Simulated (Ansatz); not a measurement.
`[NH2][W](=[O])([OH])=[S]`, charge 0, multiplicity 1.

(1) Give a relaxed structure at PBE0-D4/def2-TZVP (Ansatz 0.2.0). (Best estimate.)

Answers

(1) The calculation gave: 
Cartesian coordinates in Å:
```
N -0.872 -0.651 -0.956
W 0.490 0.267 0.056
O 0.391 1.911 -0.359
O 0.197 0.058 1.907
S 2.392 -0.570 -0.458
H -0.785 -1.596 -1.296
H -1.665 -0.176 -1.363
H -0.148 0.757 2.468
```
